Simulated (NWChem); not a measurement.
Species: C3H4BFO; SMILES C#CCB(O)F

```xyz
10

C      0.2888    -2.6995    -0.0229
C     -0.2718    -1.6264     0.0010
C     -0.9341    -0.3345     0.0283
B      0.0129     0.9294     0.0028
O     -0.5400     2.1585    -0.0252
F      1.3398     0.8135     0.0132
H      0.7874    -3.6504    -0.0438
H     -1.5705    -0.2461     0.9279
H     -1.6357    -0.2398    -0.8200
H      0.1188     2.8626    -0.0344
```
Atoms are numbered in this order, from 1.

Computed with NWChem. All runs use the structure optimised with PBE0/def2-SVP. B3LYP is NWChem's, with the RPA form of VWN correlation.

For level B3LYP/def2-SVP:

| Quantity | Value |
|---|---|
| highest occupied level (eV) | -7.11 |
| orbital gap (eV) | 7.77 |

Question: How do the values read with level PBE/def2-SVP instead?

Answer: 
| Item | Result |
|---|---|
| highest occupied level (eV) | -6.10 |
| orbital gap (eV) | 5.95 |
